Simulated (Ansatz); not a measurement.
Geometry optimisation, DFT PBE, scalar-relativistic, plane waves, PAW in Ansatz.

Input file:

```yaml
crystal:
  lattice:
    - [0.0, 5.43, 5.43]
    - [5.43, 0.0, 5.43]
    - [5.43, 5.43, 0.0]
  atoms:
    - { symbol: Si, position: [0.0, 0.0, 0.0] }
    - { symbol: Si, position: [0.125, 0.125, 0.125] }
    - { symbol: Si, position: [0.0, 0.0, 0.5] }
    - { symbol: Si, position: [0.125, 0.125, 0.625] }
    - { symbol: Si, position: [0.0, 0.5, 0.0] }
    - { symbol: Si, position: [0.125, 0.625, 0.125] }
    - { symbol: Si, position: [0.0, 0.5, 0.5] }
    - { symbol: Si, position: [0.125, 0.625, 0.625] }
    - { symbol: Si, position: [0.5, 0.0, 0.0] }
    - { symbol: Si, position: [0.625, 0.125, 0.125] }
    - { symbol: Si, position: [0.5, 0.0, 0.5] }
    - { symbol: Si, position: [0.625, 0.125, 0.625] }
    - { symbol: Si, position: [0.5, 0.5, 0.0] }
    - { symbol: Si, position: [0.625, 0.625, 0.125] }
    - { symbol: Si, position: [0.5, 0.5, 0.5] }
    - { symbol: Si, position: [0.625, 0.625, 0.625] }
    - { symbol: Cu, position: [0.7583357, 0.2430751, 0.7586212], spin: 1.0 }
magnetization:
  spin_polarized: true
basis:
  ecutwfc: 420.0
kpoints:
  mp_grid: { grid: [2, 2, 2] }
hamiltonian:
  xc: pbe
  pseudopotentials: { kind: paw, azcp: { folder: soft_1 } }
scf:
  occupations: { method: fermi_dirac, width: 0.05 }
  lower_state_search: "off"
relax:
  f_tol: 0.03
  max_steps: 60
  adjacent_minimum: "off"
```

Launched with:

```bash
$ ansatz run input.yaml --threads 2 --pin off --max-ram 5120MiB --backend cpu --events-out ev --progress --plain --runs-dir out
```

Q: Where does it end, and by what steps?

A: It converged. The force dipped under the threshold on the way, but the program's further checks kept it going. Limits of this set-up: coarse k mesh. After 7 steps the energy has fallen by 0.081 eV; Si10 moved furthest, 0.05 Å.

```json
{"step": "0", "energy less start (eV)": "0.0000", "largest force component (eV/Å)": "0.617", "accepted": "yes"}
{"step": "1", "energy less start (eV)": "-0.0663", "largest force component (eV/Å)": "0.244", "accepted": "yes"}
{"step": "2", "energy less start (eV)": "-0.0794", "largest force component (eV/Å)": "0.084", "accepted": "yes"}
{"step": "3", "energy less start (eV)": "-0.0809", "largest force component (eV/Å)": "0.006", "accepted": "yes"}
{"step": "4", "energy less start (eV)": "-0.0809", "largest force component (eV/Å)": "0.002", "accepted": "yes"}
{"step": "5", "energy less start (eV)": "-0.0809", "largest force component (eV/Å)": "0.002", "accepted": "yes"}
{"step": "6", "energy less start (eV)": "-0.0809", "largest force component (eV/Å)": "0.003", "accepted": "yes"}
{"step": "7", "energy less start (eV)": "-0.0809", "largest force component (eV/Å)": "0.003", "accepted": "yes"}
```

```xyz
17
Lattice="0.0000 5.4300 5.4300 5.4300 0.0000 5.4300 5.4300 5.4300 0.0000" Properties=species:S:1:pos:R:3
Si -0.004 0.011 -0.004
Si 1.359 1.349 1.359
Si 2.700 2.721 0.007
Si 4.040 4.104 1.387
Si 2.709 -0.008 2.709
Si 4.061 1.346 4.061
Si 5.422 2.715 2.725
Si 6.787 4.073 4.067
Si 0.007 2.721 2.700
Si 1.387 4.104 4.040
Si 2.725 5.457 2.725
Si 4.066 6.785 4.066
Si 2.725 2.715 5.422
Si 4.067 4.073 6.787
Si 5.433 5.418 5.433
Si 6.807 6.769 6.807
Cu 5.447 8.186 5.447
```

Time of the run: 66 s on 2 threads of Arm Neoverse V2 (shared host), peak memory 0.7 GiB.
